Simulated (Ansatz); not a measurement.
## How methods differ on GeSiH4F (SMILES F[SiH][GeH3])

GeSiH4F has 7 atoms, charge 0, and is taken as a doublet. SMILES: `F[SiH][GeH3]`. Geometry: optimised at wB97X-V/def2-SVP.

```tsv
atom	x (Å)	y (Å)	z (Å)
F	-0.8112	-1.7854	1.4344
Si	-0.8896	-1.1395	-0.0692
Ge	0.3260	0.9125	-0.0874
H	-0.3162	-2.1540	-1.0123
H	0.2984	1.4758	-1.5172
H	-0.3342	1.9205	0.8629
H	1.7879	0.7021	0.3430
```

Each level gives the dissociation energy of the H7–Ge3 bond into doublet H and singlet GeSiH3F (shapes relaxed at wB97X-V/def2-SVP, no zero-point term) (eV). The values are calculated.

```
              level                    kind  program  value (eV)
      UHF/def2-TZVP            Hartree–Fock   Ansatz        2.95
     UPBE/def2-TZVP                     GGA   Ansatz        2.60
 U-r2SCAN/def2-TZVP                meta-GGA   Ansatz        2.82
   UB3LYP/def2-TZVP           global hybrid   Ansatz        2.76
 UPBE0-D4/def2-TZVP           global hybrid   Ansatz        2.81
U-wB97M-V/def2-TZVP  range-separated hybrid   Ansatz        2.81
```

All-electron rows without a relativistic Hamiltonian named are non-relativistic. The values span 2.60 to 2.95 eV. A fragment with an even electron count was run as a singlet and may have a lower triplet. Measured bond enthalpies also hold zero-point and thermal terms, a few tenths of an eV less.
